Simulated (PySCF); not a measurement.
Structure from 2D NMR

Compound of formula C₇H₁₁ClO. Correlations simulated from computed shifts and the bond graph:

HSQC (one-bond C–H):
```
  δH    δC
3.90  78.1
3.84  81.3
3.73  78.1
1.96  41.6
1.90  41.6
1.85  33.7
1.75  33.7
1.54  51.7
1.17  10.6
```

COSY cross peaks (H two or three bonds apart, from the bond graph; peaks can be absent where the dihedral angle is near 90°):
```
  δH    δH
3.90  3.73
3.84  1.85
3.84  1.75
3.84  1.54
1.96  1.90
1.96  1.85
1.96  1.75
1.90  1.85
1.90  1.75
1.85  1.75
1.54  1.17
```

HMBC (two and three bonds, from the bond graph):
```
  δH                                  δC
3.90              81.3, 74.3, 51.7, 41.6
3.84  78.1, 74.3, 51.7, 41.6, 33.7, 10.6
3.73              81.3, 74.3, 51.7, 41.6
1.96        81.3, 78.1, 74.3, 51.7, 33.7
1.90        81.3, 78.1, 74.3, 51.7, 33.7
1.85              81.3, 74.3, 51.7, 41.6
1.75              81.3, 74.3, 51.7, 41.6
1.54  81.3, 78.1, 74.3, 41.6, 33.7, 10.6
1.17                    81.3, 74.3, 51.7
```

Carbons without hydrogens: δ 74.3.

[PySCF 2.14: GFN2-xTB geometry; PBE0/pcSseg-1 with gauge-including orbitals; isolated molecule; one averaged value for each set of equivalent atoms; non-relativistic; one computed conformer]

Scale: 1H (σ = 31.72 ppm), 13C (σ = 186.93 ppm) vs TMS (reference shieldings calculated alike).

Exchangeable hydrogens are left out of these lists.

Work out the connectivity.

Results:

SMILES C[C@@H]1[C@H]2CC[C@]1(Cl)CO2.

Mapped SMILES: `[CH3:1][C@@H:2]1[C@H:3]2[CH2:4][CH2:5][C@:6]1([Cl:7])[CH2:8][O:9]2`. Hydrogens are named by the atom that carries them. Ha(C4), Ha(C5), Ha(C8) are cis to C1 on the ring; Hb(C4), Hb(C5), Hb(C8) are trans to C1 on the ring.

- δC 81.3 is C3, an sp3 CH bonded to O (δH 3.84).
- δC 78.1 is C8, an sp3 CH2 bonded to O (δH 3.90, 3.73).
- δC 74.3 is C6, a fully substituted sp3 carbon bonded to Cl.
- δC 51.7 is C2, an sp3 CH in a ring (δH 1.54).
- δC 41.6 is C5, an sp3 CH2 in a ring (δH 1.96, 1.90).
- δC 33.7 is C4, an sp3 CH2 in a ring (δH 1.85, 1.75).
- δC 10.6 is C1, a methyl carbon (δH 1.17).
- HMBC from δH 3.90 reaches the proton-free carbon C6.
- HMBC from δH 3.84 reaches the proton-free carbon C6.
- HMBC from δH 3.73 reaches the proton-free carbon C6.
- HMBC from δH 1.96 reaches the proton-free carbon C6.
- COSY links 3.90–3.73, 3.84–1.85, 3.84–1.75, 3.84–1.54, 1.96–1.90, 1.96–1.85.

The data come from this structure; uniqueness wasn't tested.

Carbons that carry Cl, above all several Cl atoms, come out too deshielded, partly because spin–orbit coupling is missing. Shifts are as computed. Against solution values, carbons near 30 ppm lie about +3 ppm off and those near 130 ppm about +5 ppm; carbons on Cl a further +6 ppm. Of 1211 compounds with measured shifts, 218 miss one by over three times the rms of a fit or turn the order of signals round; such compounds aren't used in these exercises.
